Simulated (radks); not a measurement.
Trend from Zn2+ to Hg2+: ionisation energy by Delta-SCF between NIST ground configurations, and size. Method: scalar-relativistic Kohn-Sham, LDA (Slater exchange, Perdew-Wang correlation), spin-polarised, spherical densities, finite nucleus; open shells are filled with parallel spins first (spin-orbit coupling, left out, can overturn this in heavy ions); Fermi nuclear charge, rms radius of each element as measured or else 0.836 A^(1/3) + 0.57 fm; computed with a radial shooting solver on a logarithmic mesh with Libxc functionals.

species	configuration	configuration of the ion	IE (eV)	NIST (eV)	kind	outermost	<r> outermost (bohr)
Zn2+	[Ar] 3d10	[Ar] 3d9	40.616	39.723	exp.	3d	0.880
Cd2+	[Kr] 4d10	[Kr] 4d9	38.079	37.47	exp.	4d	1.25
Hg2+	[Xe] 4f14 5d10	[Xe] 4f14 5d9	35.659	34.49	exp.	5d	1.44

Reference values: NIST Atomic Spectra Database (exp. = measured, semi-emp. = semi-empirical, theory = theoretical value adopted there). Open shells are spherical and high-spin; term and fine-structure splittings are not resolved. Spin-orbit splitting is averaged out at the scalar-relativistic level.
